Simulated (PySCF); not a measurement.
ZnI, SMILES [Zn][I] (connectivity only; charge and spin as stated), neutral, multiplicity 2. The structure is a stationary point at B3LYP-D3(BJ)/def2-TZVP. The spin state was assumed, not searched. The def2 effective core potentials stand for the cores of I; spin–orbit coupling is left out.

Computed with B3LYP-D3(BJ)/def2-TZVP run with PySCF 2.14.0.

Harmonic wavenumbers (cm⁻¹): 198. Rotational constants (GHz): 1.800 (linear); symmetry number 1.

Question: Work out the zero-point energy and the ideal-gas rigid-rotor harmonic-oscillator thermochemistry at 298.15 K and 1 atm.

Answer: ZPE = ½ Σ hcν = ½ × 198 cm⁻¹ = 0.28 kcal/mol. H − E(el) = 2.71 kcal/mol. Entropy in cal/(mol K): translation 41.67, rotation 18.18, vibration 2.15, spin 1.38, total 63.37. G − E(el) = -16.18 kcal/mol. Cp = 8.80 cal/(mol K).
